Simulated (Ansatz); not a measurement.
Harmonic vibrations of Al₂Te₂ by finite differences.

```yaml
crystal:
  periodic: [false, false, false]
  atoms:
    - {symbol: Al, position_ang: [-0.513720, -1.105138, 1.034657]}
    - {symbol: Al, position_ang: [0.510997, 1.105850, -1.035807]}
    - {symbol: Te, position_ang: [-0.134913, 1.416279, 1.445826]}
    - {symbol: Te, position_ang: [0.137636, -1.416991, -1.444676]}
basis:
  gaussian: {orbitals: def2-SVP}
hamiltonian: {xc: {name: B3LYP}, dispersion: d4}
scf: {omitted_lower_state_checks: [starts]}
phonons: {temperatures: {t_min: 298.15, t_max: 900, t_step: 200}}
```

```sh
$ ansatz run in.yaml --threads 4 --pin off --events-out ev --progress --plain --max-ram 4787MiB
```

Output, abridged:

```
Functional definition: B3LYP
mean field -27784.41092647 eV, -1021.0582685977 hartree, gradient 5.0e-5 eV, S^2 0.000000; 0 other end points of the search recorded, 0 dependent functions left out
mean field -27784.41106270 eV, -1021.0582736039 hartree, gradient 1.9e-6 eV, S^2 0.000000; 0 other end points of the search recorded, 0 dependent functions left out
mean field -27784.41078385 eV, -1021.0582633564 hartree, gradient 2.2e-6 eV, S^2 0.000000; 0 other end points of the search recorded, 0 dependent functions left out
mean field -27784.41119311 eV, -1021.0582783964 hartree, gradient 2.4e-6 eV, S^2 0.000000; 0 other end points of the search recorded, 0 dependent functions left out
mean field -27784.41062054 eV, -1021.0582573551 hartree, gradient 1.8e-6 eV, S^2 0.000000; 0 other end points of the search recorded, 0 dependent functions left out
mean field -27784.41064545 eV, -1021.0582582705 hartree, gradient 1.9e-6 eV, S^2 0.000000; 0 other end points of the search recorded, 0 dependent functions left out
mean field -27784.41116859 eV, -1021.0582774953 hartree, gradient 2.4e-6 eV, S^2 0.000000; 0 other end points of the search recorded, 0 dependent functions left out
mean field -27784.41079813 eV, -1021.0582638813 hartree, gradient 2.2e-6 eV, S^2 0.000000; 0 other end points of the search recorded, 0 dependent functions left out
mean field -27784.41104844 eV, -1021.0582730801 hartree, gradient 1.9e-6 eV, S^2 0.000000; 0 other end points of the search recorded, 0 dependent functions left out
mean field -27784.41062106 eV, -1021.0582573741 hartree, gradient 1.8e-6 eV, S^2 0.000000; 0 other end points of the search recorded, 0 dependent functions left out
mean field -27784.41119260 eV, -1021.0582783779 hartree, gradient 2.4e-6 eV, S^2 0.000000; 0 other end points of the search recorded, 0 dependent functions left out
mean field -27784.41117904 eV, -1021.0582778793 hartree, gradient 2.4e-6 eV, S^2 0.000000; 0 other end points of the search recorded, 0 dependent functions left out
mean field -27784.41063509 eV, -1021.0582578897 hartree, gradient 1.9e-6 eV, S^2 0.000000; 0 other end points of the search recorded, 0 dependent functions left out
mean field -27784.41091251 eV, -1021.0582680848 hartree, gradient 2.9e-6 eV, S^2 0.000000; 0 other end points of the search recorded, 0 dependent functions left out
mean field -27784.41093544 eV, -1021.0582689271 hartree, gradient 2.9e-6 eV, S^2 0.000000; 0 other end points of the search recorded, 0 dependent functions left out
mean field -27784.41094775 eV, -1021.0582693795 hartree, gradient 1.8e-6 eV, S^2 0.000000; 0 other end points of the search recorded, 0 dependent functions left out
mean field -27784.41086324 eV, -1021.0582662739 hartree, gradient 2.4e-6 eV, S^2 0.000000; 0 other end points of the search recorded, 0 dependent functions left out
mean field -27784.41094423 eV, -1021.0582692505 hartree, gradient 1.8e-6 eV, S^2 0.000000; 0 other end points of the search recorded, 0 dependent functions left out
mean field -27784.41086624 eV, -1021.0582663841 hartree, gradient 2.3e-6 eV, S^2 0.000000; 0 other end points of the search recorded, 0 dependent functions left out
mean field -27784.41092116 eV, -1021.0582684024 hartree, gradient 2.9e-6 eV, S^2 0.000000; 0 other end points of the search recorded, 0 dependent functions left out
mean field -27784.41092677 eV, -1021.0582686088 hartree, gradient 3.0e-6 eV, S^2 0.000000; 0 other end points of the search recorded, 0 dependent functions left out
mean field -27784.41086273 eV, -1021.0582662551 hartree, gradient 2.4e-6 eV, S^2 0.000000; 0 other end points of the search recorded, 0 dependent functions left out
mean field -27784.41094826 eV, -1021.0582693983 hartree, gradient 1.8e-6 eV, S^2 0.000000; 0 other end points of the search recorded, 0 dependent functions left out
mean field -27784.41085581 eV, -1021.0582660010 hartree, gradient 2.3e-6 eV, S^2 0.000000; 0 other end points of the search recorded, 0 dependent functions left out
mean field -27784.41095462 eV, -1021.0582696321 hartree, gradient 1.8e-6 eV, S^2 0.000000; 0 other end points of the search recorded, 0 dependent functions left out
Total energy: -27784.84863824 eV, -1021.0743542086 hartree
Atom 0 at    -0.513720    -1.105138     1.034657 Å, force     0.002781     0.000254     0.002340 eV/Å
Atom 1 at     0.510997     1.105850    -1.035807 Å, force     0.002887    -0.000041     0.001767 eV/Å
Atom 2 at    -0.134913     1.416279     1.445826 Å, force    -0.003036     0.000988    -0.000607 eV/Å
Atom 3 at     0.137636    -1.416991    -1.444676 Å, force    -0.002633    -0.001201    -0.003500 eV/Å
Dipole moment:    -0.001072    -0.000045    -0.000252 e Å
Vibrations: 110.55 114.61 139.57 284.52 295.31 345.84 cm⁻¹, zero-point energy 0.079995 eV
Checks for a lower state left out: starts
```

Run time 31 s (4 threads of Arm Neoverse V1 on a shared host).

In the def2 sets Te takes a core potential; there is no spin–orbit coupling. The restricted singlet is unstable towards broken spin symmetry at other levels; at B3LYP-D4/def2-SVP this wasn't settled. The structure comes from a short search, and lower isomers may exist.
